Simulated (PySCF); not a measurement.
**How methods differ on the ionisation energy of Hg²⁺**

Hg²⁺ [Xe] 4f14 5d10 (1S) → Hg³⁺ [Xe] 4f14 5d9 (2D), as a difference of total energies. All numbers are calculated (PySCF 2.14, scalar relativity by spin-free X2C-1e, in ANO-RCC-VTZP (8s7p5d3f1g, 84 functions)). The calculations carry no spin-orbit coupling.

| method | ionisation energy (eV) |
| --- | --- |
| UHF | 33.509 |
| HSE06 | 35.114 |

The reference lies between the lowest fine-structure levels, while these numbers refer to the centres of the terms.

For comparison: 34.49 ± 0.05 eV (measured; NIST Atomic Spectra Database, ionization energies).
